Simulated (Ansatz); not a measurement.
CH$_{5}$F$_{2}$NOSi, SMILES `CO[Si](N)(F)F` at its PBE0-D4/def2-TZVP geometry, where that method's forces vanish. Total charge 0; spin multiplicity 1.

```xyz
11

C     0.1287   -0.5022   -1.8501
O    -0.1723    0.3186   -0.7397
Si   -0.1604   -0.1265    0.8084
N    -0.0795    1.2467    1.7636
F     1.0291   -1.1657    1.0026
F    -1.4468   -0.9475    1.2371
H     0.3771    0.1458   -2.6915
H    -0.7365   -1.1134   -2.1210
H     0.9786   -1.1589   -1.6454
H     0.4917    2.0372    1.5242
H    -0.4097    1.2659    2.7119
```

(1) What forces (eV/Å) does PBE-D4/def2-TZVPP give on these atoms in the Gaussian-basis code of Ansatz? (Best estimate.)

Results:

(1) Ansatz gave: 
```
C1   0.047 -0.119 -0.159
O2  -0.122  0.494 -0.180
Si3  0.034  0.213  0.071
N4  -0.067  0.086 -0.028
F5   0.542 -0.453  0.095
F6  -0.585 -0.347  0.197
H7   0.056  0.126 -0.198
H8  -0.177 -0.144 -0.079
H9   0.186 -0.156  0.020
H10  0.193  0.277 -0.058
H11 -0.106  0.024  0.319
```
